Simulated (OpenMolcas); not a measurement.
## 4d ions of charge +5 along the row

* Program: OpenMolcas
* Method: SS-CASPT2, IPEA 0.25 Eh, imaginary shift 0.1 Eh
* Basis: ANO-RCC-VQZP
* Scalar Hamiltonian: DKH2, point nucleus
* Spin-orbit coupling: RASSI with atomic mean-field integrals over the reference wave functions, term energies averaged over their components

Active space: the 4d shell; CASPT2 also correlates the outermost closed s and p core shells.

B and C come from two terms' centres of gravity (d2, d8: 3P = 15B, 1G = 12B + 2C; d3, d7: 4P = 15B, 2G = 4B + 3C; d4, d6: 3G = 9B + 4C, 3H = 4B + 4C; d5: 4D = 17B + 5C, 4G = 10B + 5C, above the ground term), where all their levels are at least 80 % pure. ζ = ±2S·A comes from the whole width of the ground multiplet by E(J) = (A/2) J(J+1), where its levels are at least 85 % pure. Energies in cm-1.

| Ion | Configuration | Lowest level | Weight (%) | B | C | ζ | ζ measured |
| --- | --- | --- | --- | --- | --- | --- | --- |
| Tc5+ | 4d2 | 3F2 | 98 | 833 | 3347 | 1209 |  |
| Ru5+ | 4d3 | 4F 3/2 | 98 |  |  | 1394 |  |
| Rh5+ | 4d4 | 5D0 | 96 |  |  | 1768 |  |
| Pd5+ | 4d5 | 6S 5/2 | 98 |  |  |  |  |
| Ag5+ | 4d6 | 5D4 | 97 |  |  | 2072 | 2152 |

Measured columns use the levels in the list in Gamrath, thesis, University of Mons (2023) (Ag5+).

The computed ζ goes from 1209 (Tc5+) to 2072 cm-1 (Ag5+), a factor of 1.71, rising at every step.

Term energies are means over components that CASPT2 splits; among the low terms the widest spread is 500 cm-1 (4d2 3F, Tc5+). The CASPT2 spread within a term exceeds the gap to the next term for 4d3 2P and 4d3 2H, so the order of their levels is uncertain (figures for Ru5+; the like holds for Rh5+). Measured partners are found by configuration, term and J. A level has none where our copy of the source lacks it or the pairing is in doubt (some pairs that miss far off the trend of their configuration count as doubtful), and it then counts in no deviation. Only configurations of the active space appear.
